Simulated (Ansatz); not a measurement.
Geometry optimisation, RHF/def2-SVP (Ansatz 0.2.0).

Input:

```yaml
crystal:
  periodic: [false, false, false]
  atoms:
    - { symbol: B, position_ang: [0.0, 0.0, 0.0] }
    - { symbol: "N", position_ang: [0.0, 0.0, 1.9] }
    - { symbol: H, position_ang: [-0.877, -0.2713, 2.43] }
    - { symbol: H, position_ang: [0.877, 0.2713, 2.43] }
    - { symbol: F, position_ang: [1.1431, 0.0, -0.66] }
    - { symbol: H, position_ang: [-1.0305, 0.0, -0.595] }
    - { symbol: Br, position_ang: [-0.2927, 2.2013, 0.7379] }
    - { symbol: H, position_ang: [-0.1505, 1.1322, 1.8085] }
basis:
  gaussian: { orbitals: def2-SVP }
hamiltonian:
  xc: hf
relax:
  f_tol: 0.15
  max_steps: 25
  restrain:
    - { distance: [0, 6], at: 3.24, k: 30.0 }
    - { distance: [7, 1], at: 2.26, k: 30.0 }
    - { distance: [0, 1], at: 1.55, k: 30.0 }
    - { distance: [7, 6], at: 1.55, k: 30.0 }
output:
  orbitals: {}
```

Launched with:

```bash
$ ansatz run input.yaml --threads 1 --pin off --max-ram 2048MiB --backend cpu --events-out ev --progress --plain --runs-dir out
```

**Question.** Where does it end, and by what steps?

**Answer.** It converged. The restraints hold the end off the free minimum; the threshold counts their pulls, which the force column leaves out. Restrained pairs: B1–Br7 (2.34 → 3.25 Å), N2–H8 (1.15 → 2.26 Å), B1–N2 (1.90 → 1.47 Å), Br7–H8 (1.52 → 1.49 Å). After 7 steps the energy has fallen by 3.678 eV (the restraints' own energy left out); Br7 moved furthest, 0.86 Å.

```
step  energy less start (eV)  largest force component (eV/Å)  accepted
   0                  0.0000                           5.963       yes
   1                 -0.5447                           2.443       yes
   2                 -1.1652                           2.737       yes
   3                 -2.0802                           2.602       yes
   4                 -3.2494                           1.868       yes
   5                 -3.5354                           2.379       yes
   6                 -3.6467                           2.324       yes
   7                 -3.6777                           2.256       yes
```

```xyz
8
Properties=species:S:1:pos:R:3
B 0.014 -0.153 0.265
N 0.048 -0.305 1.727
H -0.764 -0.605 2.228
H 0.904 -0.402 2.240
F 1.153 0.017 -0.380
H -1.017 -0.201 -0.335
Br -0.432 3.043 0.666
H -0.236 1.938 1.642
```

Run time: 22 s on 1 thread of Arm Neoverse V1 (shared host), peak memory 0.19 GiB.
